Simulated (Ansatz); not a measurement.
Cartesian coordinates in Å:
```
N -0.8272 0.0651 -0.3774
Au 1.0766 -0.0849 0.4917
Br 3.2170 -0.2530 1.4670
H -0.9153 -0.5657 -1.1670
H -1.0007 1.0082 -0.7084
H -1.5504 -0.1698 0.2941
```

Total charge 0; spin multiplicity 1. Au takes the def2 core potential.

Task: List the r2SCAN/def2-TZVPP orbital energies in eV (Ansatz). (An estimate is asked.)

Result: The calculation gave: Occupied: -13120.45, -1693.67, -1524.43, -1524.37, -1524.37, -388.06, -233.31, -173.54, -173.33, -173.33, -111.54, -67.37, -67.31, -67.31, -67.16, -67.16, -62.50, -61.98, -61.98, -25.27, -18.35, -14.58, -14.58, -11.85, -8.14, -8.10, -8.10, -7.30, -7.30, -6.64, -5.68, -5.68. Lowest empty: -1.32, 0.21, 0.21, 0.51, 1.81, 1.81, 3.11, 3.79.
